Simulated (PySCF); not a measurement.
Write Cartesian coordinates for `C=Nc1ccn[n-]1` as optimised with GFN2-xTB. (Charge -1.)

```
atom  x, y, z in Å
C1    -2.3245   -0.3609    0.0756
N2    -1.1536   -0.8349    0.1918
C3    -0.0422   -0.1022   -0.1209
C4     1.2813   -0.5803   -0.0080
C5     2.0343    0.4966   -0.4284
N6     1.2352    1.5285   -0.7646
N7    -0.0215    1.1704   -0.5802
H8    -3.1616   -1.0006    0.3401
H9    -2.5585    0.6467   -0.2753
H10    1.6071   -1.5504    0.3284
H11    3.1094    0.5895   -0.5085
```

Any rigid rotation of these coordinates is as good. Atoms count from 1 in this order. C4 (aromatic CH carbon) is planar (angles 129.3°, 127.8° and 102.9°, sum 360.0°, 0.00 Å off the plane of its three neighbours). C1 (imine carbon) is planar (angles 124.9°, 118.0° and 117.2°, sum 360.0°, 0.00 Å off the plane of its three neighbours). The 7 heavy atoms lie in one plane (0.001 Å rms). N7 (two-coordinate ring nitrogen) is bent (angle 108.5°).

Bonds between heavy atoms (Å): C1=N2 1.269, N2–C3 1.367, C3–C4 1.412, C4–C5 1.380, C5–N6 1.348, N6–N7 1.320, C3–N7 1.353.

Computed geometry: GFN2-xTB, gas phase.

Point group: Cs (tolerance 0.08 Å). No GFN2-xTB frequencies stand behind this structure, so it isn't proved a minimum. Torsions: C1–N2–C3–C4 180°.

One conformer stands for the species.
